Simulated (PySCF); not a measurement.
Ga(F)(OH)(OMe) (CH4FGaO2), SMILES C[O][Ga]([OH])[F]. Heavy atoms are numbered as in [Ga:1]([F:2])([OH:3])[O:5][CH3:6]. Hydrogens are named by the atom that carries them.

The structure is a stationary point at PBE0-D3(BJ)/def2-SVP. The structure was generated by enumeration; whether it is a known compound was not checked. One conformer was computed; it need not be the lowest.

Level of theory: PBE0/pcSseg-1 run with PySCF.

GIAO shieldings, no solvent; atoms alike by connectivity are averaged. δ = σ(ref) − σ: ¹⁹F against CFCl3 (σ = 167.2 ppm); ¹⁷O against H2O (σ = 334.2 ppm); ¹H against TMS (σ = 31.56 ppm); ¹³C against TMS (σ = 186.3 ppm), references at their B3LYP-D3(BJ)/def2-TZVP geometries, non-relativistic.

Q: Estimate the chemical shifts. (An estimate is asked for; the answer gives what the named calculation found.)

A: 
```tsv
nucleus	atoms	count	δ (ppm)
¹⁹F	F2	1	-198.2
¹⁷O	O5	1	29.2
¹⁷O	O3 (OH)	1	25.9
¹H	H on C6	3	4.36
¹H	H on O3	1	1.94
¹³C	C6 (CH3)	1	59.6
```
